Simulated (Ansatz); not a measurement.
## Molecular dynamics of BFH4N2

input.yaml

```yaml
crystal:
  periodic: [false, false, false]
  atoms:
    - { symbol: B, position_ang: [-0.088324, -0.012793, 0.019715] }
    - { symbol: "N", position_ang: [-0.078343, -0.136368, 1.438557] }
    - { symbol: H, position_ang: [-0.817851, -0.44033, 1.987699] }
    - { symbol: H, position_ang: [0.808991, 0.276802, 1.848779] }
    - { symbol: F, position_ang: [1.093405, 0.190457, -0.521948] }
    - { symbol: "N", position_ang: [-1.198971, -0.314568, -0.779558] }
    - { symbol: H, position_ang: [-2.080035, -0.257144, -0.333214] }
    - { symbol: H, position_ang: [-1.002786, -0.200554, -1.72449] }
basis:
  gaussian: { orbitals: def2-SVP }
hamiltonian:
  xc: { name: BHLYP }
md:
  timestep: 1.0
  n_steps: 150
  ensemble: nve
  temperature: 1500.0
  initial_velocities: maxwell_boltzmann
  seed: 818363
  masses: [{ species: H, mass: 10.0 }]
```

Launched with:

```bash
$ ansatz run input.yaml --threads 1 --pin off --max-ram 2048MiB --backend cpu --events-out ev --progress --plain --runs-dir out
```

It goes on from the last frame of an earlier run, with new velocities.

Output, in part (one step line in 3, the closing report, with atoms numbered from 0):

```
md step     0: t =     0.00 fs  T =  1500.0 K  F+E_penalty+E_count = -6434.10421676 eV  E_kin = 1.163340 eV  conserved = -6432.94087677 eV  (23 SCF iters)
md step     3: t =     3.00 fs  T =  1507.9 K  F+E_penalty+E_count = -6434.11131180 eV  E_kin = 1.169449 eV  conserved = -6432.94186284 eV  (25 SCF iters)
md step     6: t =     6.00 fs  T =  1423.1 K  F+E_penalty+E_count = -6434.04444462 eV  E_kin = 1.103680 eV  conserved = -6432.94076422 eV  (24 SCF iters)
md step     9: t =     9.00 fs  T =  1360.8 K  F+E_penalty+E_count = -6433.99617949 eV  E_kin = 1.055364 eV  conserved = -6432.94081557 eV  (24 SCF iters)
md step    12: t =    12.00 fs  T =  1329.7 K  F+E_penalty+E_count = -6433.97238526 eV  E_kin = 1.031288 eV  conserved = -6432.94109770 eV  (24 SCF iters)
md step    15: t =    15.00 fs  T =  1251.9 K  F+E_penalty+E_count = -6433.91281353 eV  E_kin = 0.970933 eV  conserved = -6432.94188045 eV  (24 SCF iters)
md step    18: t =    18.00 fs  T =  1072.1 K  F+E_penalty+E_count = -6433.77153332 eV  E_kin = 0.831465 eV  conserved = -6432.94006800 eV  (24 SCF iters)
md step    21: t =    21.00 fs  T =  1018.3 K  F+E_penalty+E_count = -6433.73019697 eV  E_kin = 0.789767 eV  conserved = -6432.94043034 eV  (24 SCF iters)
md step    24: t =    24.00 fs  T =  1064.5 K  F+E_penalty+E_count = -6433.76677598 eV  E_kin = 0.825589 eV  conserved = -6432.94118674 eV  (24 SCF iters)
md step    27: t =    27.00 fs  T =  1065.2 K  F+E_penalty+E_count = -6433.76738529 eV  E_kin = 0.826134 eV  conserved = -6432.94125154 eV  (24 SCF iters)
md step    30: t =    30.00 fs  T =   996.6 K  F+E_penalty+E_count = -6433.71378850 eV  E_kin = 0.772952 eV  conserved = -6432.94083612 eV  (24 SCF iters)
md step    33: t =    33.00 fs  T =   931.2 K  F+E_penalty+E_count = -6433.66245377 eV  E_kin = 0.722195 eV  conserved = -6432.94025835 eV  (23 SCF iters)
md step    36: t =    36.00 fs  T =   946.0 K  F+E_penalty+E_count = -6433.67457790 eV  E_kin = 0.733678 eV  conserved = -6432.94089981 eV  (24 SCF iters)
md step    39: t =    39.00 fs  T =   966.4 K  F+E_penalty+E_count = -6433.69001172 eV  E_kin = 0.749487 eV  conserved = -6432.94052522 eV  (24 SCF iters)
md step    42: t =    42.00 fs  T =  1038.5 K  F+E_penalty+E_count = -6433.74544893 eV  E_kin = 0.805405 eV  conserved = -6432.94004431 eV  (24 SCF iters)
md step    45: t =    45.00 fs  T =  1216.6 K  F+E_penalty+E_count = -6433.88468101 eV  E_kin = 0.943575 eV  conserved = -6432.94110636 eV  (24 SCF iters)
md step    48: t =    48.00 fs  T =  1362.6 K  F+E_penalty+E_count = -6433.99836563 eV  E_kin = 1.056758 eV  conserved = -6432.94160722 eV  (24 SCF iters)
md step    51: t =    51.00 fs  T =  1393.0 K  F+E_penalty+E_count = -6434.02184802 eV  E_kin = 1.080324 eV  conserved = -6432.94152430 eV  (24 SCF iters)
md step    54: t =    54.00 fs  T =  1331.8 K  F+E_penalty+E_count = -6433.97392251 eV  E_kin = 1.032882 eV  conserved = -6432.94104071 eV  (24 SCF iters)
md step    57: t =    57.00 fs  T =  1233.0 K  F+E_penalty+E_count = -6433.89785968 eV  E_kin = 0.956258 eV  conserved = -6432.94160121 eV  (24 SCF iters)
md step    60: t =    60.00 fs  T =  1047.9 K  F+E_penalty+E_count = -6433.75316997 eV  E_kin = 0.812677 eV  conserved = -6432.94049319 eV  (24 SCF iters)
md step    63: t =    63.00 fs  T =   933.1 K  F+E_penalty+E_count = -6433.66329638 eV  E_kin = 0.723661 eV  conserved = -6432.93963533 eV  (24 SCF iters)
md step    66: t =    66.00 fs  T =  1009.9 K  F+E_penalty+E_count = -6433.72397629 eV  E_kin = 0.783254 eV  conserved = -6432.94072244 eV  (25 SCF iters)
md step    69: t =    69.00 fs  T =  1126.1 K  F+E_penalty+E_count = -6433.81473368 eV  E_kin = 0.873349 eV  conserved = -6432.94138477 eV  (24 SCF iters)
md step    72: t =    72.00 fs  T =  1157.1 K  F+E_penalty+E_count = -6433.83893879 eV  E_kin = 0.897430 eV  conserved = -6432.94150887 eV  (24 SCF iters)
md step    75: t =    75.00 fs  T =  1086.5 K  F+E_penalty+E_count = -6433.78393346 eV  E_kin = 0.842685 eV  conserved = -6432.94124883 eV  (24 SCF iters)
md step    78: t =    78.00 fs  T =   945.8 K  F+E_penalty+E_count = -6433.67544755 eV  E_kin = 0.733512 eV  conserved = -6432.94193533 eV  (24 SCF iters)
md step    81: t =    81.00 fs  T =   657.5 K  F+E_penalty+E_count = -6433.45127388 eV  E_kin = 0.509968 eV  conserved = -6432.94130623 eV  (24 SCF iters)
md step    84: t =    84.00 fs  T =   374.0 K  F+E_penalty+E_count = -6433.22883945 eV  E_kin = 0.290063 eV  conserved = -6432.93877623 eV  (24 SCF iters)
md step    87: t =    87.00 fs  T =   435.7 K  F+E_penalty+E_count = -6433.27846120 eV  E_kin = 0.337937 eV  conserved = -6432.94052464 eV  (24 SCF iters)
md step    90: t =    90.00 fs  T =   619.2 K  F+E_penalty+E_count = -6433.42174045 eV  E_kin = 0.480245 eV  conserved = -6432.94149546 eV  (24 SCF iters)
md step    93: t =    93.00 fs  T =   742.5 K  F+E_penalty+E_count = -6433.51622150 eV  E_kin = 0.575818 eV  conserved = -6432.94040364 eV  (24 SCF iters)
md step    96: t =    96.00 fs  T =   935.1 K  F+E_penalty+E_count = -6433.66598364 eV  E_kin = 0.725261 eV  conserved = -6432.94072262 eV  (24 SCF iters)
md step    99: t =    99.00 fs  T =  1132.9 K  F+E_penalty+E_count = -6433.82142864 eV  E_kin = 0.878642 eV  conserved = -6432.94278688 eV  (24 SCF iters)
md step   102: t =   102.00 fs  T =  1046.1 K  F+E_penalty+E_count = -6433.75332820 eV  E_kin = 0.811283 eV  conserved = -6432.94204531 eV  (25 SCF iters)
md step   105: t =   105.00 fs  T =   820.8 K  F+E_penalty+E_count = -6433.57530213 eV  E_kin = 0.636564 eV  conserved = -6432.93873858 eV  (24 SCF iters)
md step   108: t =   108.00 fs  T =   923.6 K  F+E_penalty+E_count = -6433.65653617 eV  E_kin = 0.716277 eV  conserved = -6432.94025920 eV  (24 SCF iters)
md step   111: t =   111.00 fs  T =  1160.5 K  F+E_penalty+E_count = -6433.84258040 eV  E_kin = 0.900005 eV  conserved = -6432.94257511 eV  (24 SCF iters)
md step   114: t =   114.00 fs  T =  1210.4 K  F+E_penalty+E_count = -6433.87931977 eV  E_kin = 0.938737 eV  conserved = -6432.94058237 eV  (24 SCF iters)
md step   117: t =   117.00 fs  T =  1349.8 K  F+E_penalty+E_count = -6433.98676871 eV  E_kin = 1.046835 eV  conserved = -6432.93993380 eV  (24 SCF iters)
md step   120: t =   120.00 fs  T =  1645.2 K  F+E_penalty+E_count = -6434.21955504 eV  E_kin = 1.275922 eV  conserved = -6432.94363271 eV  (24 SCF iters)
md step   123: t =   123.00 fs  T =  1610.9 K  F+E_penalty+E_count = -6434.19110480 eV  E_kin = 1.249356 eV  conserved = -6432.94174915 eV  (25 SCF iters)
md step   126: t =   126.00 fs  T =  1482.3 K  F+E_penalty+E_count = -6434.08977645 eV  E_kin = 1.149589 eV  conserved = -6432.94018789 eV  (24 SCF iters)
md step   129: t =   129.00 fs  T =  1468.6 K  F+E_penalty+E_count = -6434.08177666 eV  E_kin = 1.138952 eV  conserved = -6432.94282444 eV  (24 SCF iters)
md step   132: t =   132.00 fs  T =  1237.7 K  F+E_penalty+E_count = -6433.90101408 eV  E_kin = 0.959916 eV  conserved = -6432.94109760 eV  (24 SCF iters)
md step   135: t =   135.00 fs  T =   995.3 K  F+E_penalty+E_count = -6433.71150591 eV  E_kin = 0.771899 eV  conserved = -6432.93960674 eV  (24 SCF iters)
md step   138: t =   138.00 fs  T =   991.2 K  F+E_penalty+E_count = -6433.70879512 eV  E_kin = 0.768766 eV  conserved = -6432.94002959 eV  (24 SCF iters)
md step   141: t =   141.00 fs  T =  1149.7 K  F+E_penalty+E_count = -6433.83373264 eV  E_kin = 0.891641 eV  conserved = -6432.94209207 eV  (24 SCF iters)
md step   144: t =   144.00 fs  T =  1159.4 K  F+E_penalty+E_count = -6433.84118582 eV  E_kin = 0.899174 eV  conserved = -6432.94201173 eV  (24 SCF iters)
md step   147: t =   147.00 fs  T =  1064.1 K  F+E_penalty+E_count = -6433.76500810 eV  E_kin = 0.825283 eV  conserved = -6432.93972535 eV  (23 SCF iters)
md step   150: t =   150.00 fs  T =  1143.8 K  F+E_penalty+E_count = -6433.82877565 eV  E_kin = 0.887099 eV  conserved = -6432.94167703 eV  (25 SCF iters)
Total energy: -6433.82891613 eV, -236.4388516618 hartree
Atom 0 at    -0.069301    -0.104925     0.113603 Å, force    -1.973586     1.200760    -0.744940 eV/Å
Atom 1 at    -0.067124     0.190304     1.587436 Å, force     0.878461    -1.001812    -3.012211 eV/Å
Atom 2 at    -0.634784    -0.423232     2.105659 Å, force    -1.187074    -0.549324     0.786840 eV/Å
Atom 3 at     0.861217     0.098251     1.994704 Å, force    -0.161689     0.328566    -0.346334 eV/Å
Atom 4 at     1.039612     0.183165    -0.562389 Å, force     0.549875    -0.163446     0.364214 eV/Å
Atom 5 at    -1.181909    -0.415837    -0.857321 Å, force     1.057574     0.052680     3.470451 eV/Å
Atom 6 at    -2.162563    -0.381920    -0.657729 Å, force    -0.126340    -0.211446     0.777850 eV/Å
Atom 7 at    -1.113530    -0.116600    -1.788133 Å, force     0.962778     0.344022    -1.295869 eV/Å
Dipole moment:    -0.287101    -0.185673     0.184914 e Å
```

The run went to its last step. The conserved energy stayed within 0.41 meV per atom of its start (net change -0.1 meV per atom), so the integration is sound. A run of 0.15 ps of so small a system gives no equilibrium averages.

The same pairs are bonded in the first frame and the last. Pairs count as bonded within 1.25 times the sum of covalent radii (0.12 Å more for H–H).

Last frame:

```xyz
8
Properties=species:S:1:pos:R:3
B -0.069 -0.105 0.114
N -0.067 0.190 1.587
H -0.635 -0.423 2.106
H 0.861 0.098 1.995
F 1.040 0.183 -0.562
N -1.182 -0.416 -0.857
H -2.163 -0.382 -0.658
H -1.113 -0.117 -1.788
```

Run time: 8.4 min on 1 thread of Arm Neoverse N1 (shared host), peak memory 0.13 GiB.
